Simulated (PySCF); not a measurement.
Compound: C5H7NO3.
Geometry (PBE0-D3(BJ)/def2-SVP, Å), atoms numbered from 1 in this order:
```
atom  x, y, z in Å
C1     3.5200   -0.1982    0.2517
C2     2.2972    0.2541    0.5041
O3     1.2001   -0.4381    0.0527
C4    -0.0246    0.0401    0.3303
O5    -0.2131    1.0599    0.9463
C6    -1.0943   -0.8696   -0.1960
C7    -2.3277   -0.2083   -0.8177
N8    -2.7254    0.9435   -0.2361
O9    -2.9082   -0.7523   -1.7314
H10    3.6806   -1.1194   -0.3122
H11    4.3844    0.3592    0.6131
H12    2.0604    1.1645    1.0587
H13   -0.6845   -1.5701   -0.9318
H14   -1.4505   -1.4694    0.6604
H15   -3.5168    1.4262   -0.6406
H16   -2.1247    1.4043    0.4406
```

Linear response at PBE0/def2-SVPD (PySCF, frozen core in the response, non-relativistic). Geometry: PBE0-D3(BJ)/def2-SVP, one conformer, isolated molecule.

Static isotropic polarisability: 82.52 au (12.23 Å³), principal values 55.5, 78.5, 113.6 au.

Task: What is the polarisability at 1064 nm and at the sodium D line?

Result: 83.41 au at 1064 nm (+1.1 %), 85.58 au at 589.3 nm (+3.7 %). The rise at 589.3 nm is 3.45 times that at 1064 nm; a pure ω² law gives 3.26. The lowest singlet lies at 223 nm, shorter than both wavelengths.

Task: What is the isotropic C6 coefficient between two such molecules, C6 = (3/π)∫α(iω)² dω?

Result: 2808 au (Eh·bohr⁶) by a ten-point quadrature over imaginary frequencies, which is 1680 eV·Å⁶ or 162 J·nm⁶/mol.

Task: Which effective excitation energy ω̄ makes London's formula C6 = (3/4)α²ω̄ exact here?

Result: ω̄ = 4·C6/(3α²) = 0.550 Eh = 15.0 eV. A one-pole form α(ω) = α/(1 − ω²/ω̄²) fitted to the 1064 nm value gives 11.3 eV.

Task: How anisotropic is the static polarisability, by Δα² = ½[(α1 − α2)² + (α2 − α3)² + (α3 − α1)²]?

Result: Δα = 50.6 au, or 0.61 of the isotropic value.

Task: The lowest 6 singlets have (eV, f): 5.56, 0.066; 5.82, 0.016; 5.90, 0.055; 6.00, 0.042; 6.09, 0.213; 7.15, 0.083. What share of the static polarisability do they carry in the sum over states α = Σ f/ω²?

Result: 9.43 au, 11.4 % of α; the largest term, 4.26 au, is that of the state at 6.09 eV. Their oscillator strengths add up to 0.48. Higher states carry the rest.

Task: What n − 1 at the D line would an ideal gas of it have at 273.15 K and 1 atm (2.6868 × 10¹⁹ cm⁻³), by n − 1 = 2π·N·α′?

Result: 21.41 × 10⁻⁴, a formal value whether or not that pressure can be reached.

Task: What three-body coefficient follows from the one-pole estimate C9 = (3/4)·α·C6?

Result: 174000 au. This is an estimate from the two numbers above, not a computed integral.

Task: How many electrons N does the Slater–Kirkwood formula C6 = (3/4)·√N·α^(3/2) need to give this C6?

Result: N = (4·C6/3)²/α³ = 24.9; the species has 68 electrons in all.
